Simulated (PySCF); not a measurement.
## Fractional electron number in Li⁺ (lithium, charge +1)

The 1s beta orbital of 1s2 is emptied in steps (occupation f), with all orbitals relaxed, ending at 1s1. Computed with PySCF 2.14 in aug-cc-pVDZ (4s3p2d, 23 functions), with no relativity, point nucleus. The exact energy is a straight line in f; departures are measured from the line between the end points of the same method.

```json
{"f": "1", "UHF (eV)": "0.000"}
{"f": "0.8", "UHF (eV)": "0.023"}
{"f": "0.6", "UHF (eV)": "0.032"}
{"f": "0.4", "UHF (eV)": "0.029"}
{"f": "0.2", "UHF (eV)": "0.018"}
{"f": "0", "UHF (eV)": "0.000"}
```

```json
{"method": "UHF", "E(f=0) − E(f=1) (eV)": "75.832", "−ε at f=1 (eV)": "75.994", "−ε at f=0.4 (eV)": "75.796"}
```

Orbital energy along the path (eV):

| f | UHF |
| --- | --- |
| 1 | -75.994 |
| 0.8 | -75.908 |
| 0.6 | -75.844 |
| 0.4 | -75.796 |
| 0.2 | -75.758 |
| 0 | -75.728 |

Reference removal energy between the ground levels: 75.640 eV (theoretical estimate listed by NIST; NIST Atomic Spectra Database, ionization energies). UHF lacks correlation.
